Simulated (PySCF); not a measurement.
C6H5F.
Atom-mapped SMILES: `[CH3:1][C:2]#[C:3][C:4]1([F:5])[CH:6]=[CH:7]1` (hydrogens: H8, H9, H10 on C1; H11 on C6; H12 on C7)

Cartesian coordinates in Å at the PBE0-D3(BJ)/def2-SVP level; atoms count from 1:
```xyz
12
C6H5F angstrom
C      2.6268   -0.3867    0.1597
C      1.2486    0.0698    0.1179
C      0.0990    0.4531    0.0803
C     -1.2851    0.8784    0.0246
F     -1.3988    2.2236    0.2971
C     -2.4212    0.0132    0.3903
C     -2.2855    0.2832   -0.8796
H      3.3177    0.4189   -0.1340
H      2.9086   -0.7202    1.1708
H      2.7848   -1.2310   -0.5299
H     -2.9486   -0.4804    1.2035
H     -2.6228    0.1842   -1.9090
```

Jobs on this species (12 atoms, 50 electrons) with PySCF (density fitting). Hardware of each: an Arm Neoverse V2 with one thread, no GPU (shared host). Times come from a shared host and carry two figures at best. Peak memory is the resident size of the whole Python process, interpreter and libraries included.

| level and settings | work | basis functions | SCF cycles | wall time | peak memory |
| --- | --- | --- | --- | --- | --- |
| delta-SCF UKS SCAN, pcX-2 on the ionised atom, pcseg-1 elsewhere, non-relativistic | ΔSCF core ionisation, 6 holes | 154 | ? | ? | ? |
| PBE0-D3(BJ)/def2-SVP, grid level 1 | geometry optimisation from a GFN2-xTB start shaken at random | 123 | ? | ? | ? |
| delta-SCF UKS SCAN, pcX-2 on the ionised atom, pcseg-1 elsewhere, spin-free X2C | ΔSCF core ionisation, 6 holes | 154 | 120 | 40 s | 0.53 GiB |
| delta-SCF UKS PBE0, pcX-2 on the ionised atom, pcseg-1 elsewhere, spin-free X2C | ΔSCF core ionisation, 6 holes | 154 | 100 | 49 s | 0.65 GiB |
| delta-SCF UKS SCAN, pcX-1 on the ionised atom, pcseg-1 elsewhere, spin-free X2C | ΔSCF core ionisation, 6 holes | 133 | 118 | 34 s | 0.44 GiB |
| delta-SCF UKS PBE, pcX-2 on the ionised atom, pcseg-1 elsewhere, spin-free X2C | ΔSCF core ionisation, 6 holes | 154 | 108 | 27 s | 0.53 GiB |
| delta-SCF UKS SCAN, def2-TZVP on the ionised atom, pcseg-1 elsewhere, spin-free X2C | ΔSCF core ionisation, 6 holes | 140 | 119 | 38 s | 0.45 GiB |
| delta-SCF UKS HF, pcX-2 on the ionised atom, pcseg-1 elsewhere, spin-free X2C | ΔSCF core ionisation, 6 holes | 154 | 114 | 35 s | 0.48 GiB |
| delta-SCF UKS B3LYP, pcX-2 on the ionised atom, pcseg-1 elsewhere, spin-free X2C | ΔSCF core ionisation, 6 holes | 154 | 101 | 51 s | 0.58 GiB |

Question: Fill in the missing figures.

Answer: 
- delta-SCF UKS SCAN, pcX-2 on the ionised atom, pcseg-1 elsewhere, non-relativistic; ΔSCF core ionisation, 6 holes: 40 s, 0.53 GiB, 120 SCF cycles
- PBE0-D3(BJ)/def2-SVP, grid level 1; geometry optimisation from a GFN2-xTB start shaken at random: 40 s, 0.48 GiB, 56 SCF cycles

Question: What do all jobs in the table cost together?

Answer: About 5.9 min; the longest takes about 14 % of that, and about 1.9 times as long as the shortest.
